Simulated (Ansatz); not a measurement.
The cluster K3Sn3I9. The state is a singlet with charge 0. Geometry r2SCAN-D4/def2-SVP, loosely relaxed; atoms count from 1.

```xyz
15

K    -2.0628    1.9390    0.2150
K     1.3664   -0.7565   -2.5125
K     4.9454   -0.8359   -0.0870
Sn    0.3868   -1.9918    1.8128
Sn   -3.7471   -1.8464    1.6000
Sn    1.6005    3.4167   -1.4276
I    -0.5004    2.1370   -3.0355
I     2.4007   -3.2260   -0.0424
I     4.3201    0.7596   -2.8691
I    -0.3204    4.9951    0.0493
I    -0.9853   -4.3169    2.6685
I     1.6062    1.2493    0.6017
I    -1.5597   -1.6997   -0.5271
I    -5.2355    0.2223    0.2920
I    -2.2149   -0.0458    3.2618
```

In the def2 sets I, Sn take a core potential; there is no spin–orbit coupling. Single mean-field runs in def2-TZVP are fitted with def2-universal-jkfit. The geometry of the charge 0 singlet is only loosely relaxed. Another isomer (singlet) lies 0.14 eV lower at PBE0-D4/def2-TZVP; other spin states weren't run for this one.

Q: Estimate the Mulliken populations from the PBE0/def2-TZVP orbitals of Ansatz.

A: 
| atom | charge (e) |
| --- | --- |
| K1 | 0.70 |
| K2 | 0.66 |
| K3 | 0.71 |
| Sn4 | 0.50 |
| Sn5 | 0.48 |
| Sn6 | 0.51 |
| I7 | -0.40 |
| I8 | -0.45 |
| I9 | -0.68 |
| I10 | -0.39 |
| I11 | -0.32 |
| I12 | -0.39 |
| I13 | -0.24 |
| I14 | -0.37 |
| I15 | -0.32 |
Mulliken values depend strongly on the basis.

Q: And the Mayer bond orders between heavy atoms (over 0.3)?

A: Sn4–I8 0.63 (3.00 Å); Sn4–I11 0.93 (2.83 Å); Sn4–I13 0.56 (3.06 Å); Sn5–I13 0.55 (3.05 Å); Sn5–I14 0.88 (2.86 Å); Sn5–I15 0.82 (2.89 Å); Sn6–I7 0.75 (2.94 Å); Sn6–I10 0.84 (2.89 Å); Sn6–I12 0.67 (2.97 Å).
